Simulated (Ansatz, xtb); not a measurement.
**F2H2NOSi+: 4 structures ranked**

4 gas-phase structures of F2H2NOSi+, found in a search over its isomers (lower ones may exist). Each was relaxed with GFN2-xTB:

A. `[OH2+]N=[Si](F)F`, a singlet
B. `O[NH+]=[Si](F)F`, a singlet
C. `NO[Si+](F)F`, a singlet
D. `F[Si]1(F)[NH2+]O1`, a singlet

Question: Which do you expect lowest at r2SCAN-D4/def2-SVP, and how would the others follow?

Answer: Calculated order at r2SCAN-D4/def2-SVP: D (0.0), B (108.1), C (116.9), A (250.1) kJ/mol.

Energies above the lowest of each column, in kJ/mol; the last columns are at B3LYP/6-31G* geometries and were run for some of them only (a dash: not run or not comparable):

```
structure  GFN2-xTB  HF/STO-3G  r2SCAN-D4/def2-SVP  B3LYP/6-31G*  CCSD(T)/def2-SVP + ΔMP2/def2-TZVPP
        D       5.7        0.0                 0.0           0.0                                 0.0
        B      25.0       87.2               108.1         125.0                               129.3
        C       0.0      131.0               116.9             –                                   –
        A      91.3      290.1               250.1             –                                   –
```

CCSD(T)/def2-SVP + ΔMP2/def2-TZVPP puts D lowest of those it was run on; GFN2-xTB picks C. Some further structures that were screened fall inside this span and aren't listed. Flexible structures stand in one conformer each, not always the lowest. Frequencies (B3LYP/6-31G*) were run for B, D alone. The ΔMP2 step shifts differences by up to 20.4 kJ/mol, which makes them less sure. ΔMP2 is the change of the MP2 energy from the smaller to the larger basis.

Over these structures GFN2-xTB departs from r2SCAN-D4/def2-SVP by 49.6 kJ/mol on average once a common shift is removed. A GFN2-xTB relaxation took about 0.25 s and the r2SCAN-D4/def2-SVP energy about 2 s on a shared host (Ansatz 0.2.0, xtb 6.7.1 (Pople sets with spherical d functions)).
